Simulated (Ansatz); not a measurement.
Ansatz (a first-principles code) input (MP2/LANL2DZ): The .json file is the Basis Set Exchange's LANL2DZ.

Ansatz 0.2 input:
```yaml
crystal:
  periodic: [false, false, false]
  atoms:
    - {symbol: Cs, position_ang: [-0.00000000, -0.00000000, -0.98648077]}
    - {symbol: Cl, position_ang: [0.00000000, 0.00000000, 3.19155545]}
basis:
  gaussian:
    orbitals: LANL2DZ.json
total_charge: 1
magnetization: {spin_polarized: true, initial_magnetization: 1}
correlation: {method: mp2, electrons: outside_noble_gas}
```

**Question.** Predict the final energy.

**Answer.** -34.18219 Eh.
